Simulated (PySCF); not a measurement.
Distorted geometries of Cs2F2

Cs2F2 (singlet). PySCF 2.14.0, RKS PBE0, Cs def2-SVP with ECP46, F def2-SVP; non-relativistic Hamiltonian with scalar-relativistic core potentials where named; density fitting; no spin-orbit coupling. Relaxed geometry:

```xyz
4

Cs    0.0000    0.0000    2.0347
Cs    0.0000    0.0000   -2.0347
F     1.6273    0.0000    0.0000
F    -1.6273    0.0000    0.0000
```

Problem. Order these distorted geometries by energy above the relaxed one, lowest first.
A.
```xyz
4

Cs   -0.0591    0.1280    1.9695
Cs    0.1215    0.0379   -2.0023
F     1.5066   -0.1454   -0.0503
F    -1.5690   -0.0205    0.0831
```
B.
```xyz
4

Cs    0.0116   -0.0245    2.0162
Cs   -0.0708   -0.0430   -1.9517
F     1.6059   -0.0043   -0.0617
F    -1.5467    0.0718   -0.0028
```
C.
```xyz
4

Cs   -0.0186   -0.0172    2.0280
Cs    0.0051   -0.0176   -2.0057
F     1.6585    0.0277   -0.0135
F    -1.6450    0.0072   -0.0088
```

Solution. C (0.01 eV), B (0.09 eV), A (0.19 eV).

Problem. Which forces (eV/Å) act in the one that lies 0.19 eV up?

Solution. 
```
Cs   0.41  0.02  1.05
Cs  -0.77  0.01 -0.87
F    0.93 -0.05  0.69
F   -0.57  0.01 -0.87
```
Forces carry noise of the integration grid, about 0.01 to 0.03 eV/Å.
